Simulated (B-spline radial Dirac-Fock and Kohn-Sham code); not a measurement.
Subshell cross sections of Fe⁸⁺, photon energy Cr Kα (5414.7 eV)

System: iron as Fe⁸⁺ in the configuration 1s2 2s2 2p6 3s2 3p6.

Model: a relativistic central-field model (Hartree-Slater potential of the initial state, Latter tail, multipole expansion of the photon field, Dirac-Fock thresholds). Program: a B-spline atomic structure program. The asymmetry parameter β is from the dipole term alone. Kinetic energies are from the vacuum level.

The last column is dσ/dΩ = σ/(4π) · [1 + β P₂(cos θ)] at θ = 90° from the polarisation vector of linearly polarised light.

```tsv
subshell	electrons	binding (eV)	kinetic (eV)	σ (kb)	β	dσ/dΩ (kb/sr)
L1 (2s)	2	1060.8	4353.9	4.55	2.00	≈ 0
L2 (2p1/2)	2	933.0	4481.7	1.56	1.04	0.0596
L3 (2p3/2)	4	920.8	4493.9	2.92	1.04	0.112
M1 (3s)	2	277.3	5137.4	0.788	2.00	≈ 0
M2 (3p1/2)	2	234.4	5180.3	0.248	0.98	0.0101
M3 (3p3/2)	4	232.5	5182.2	0.469	0.98	0.0191
```

Branching ratios of the spin-orbit partners (statistical value in brackets): 2p 1.88 (2.00), 3p 1.89 (2.00).

Values without a named source are computed, but for edge energies of neutral atoms, which are taken from tables.
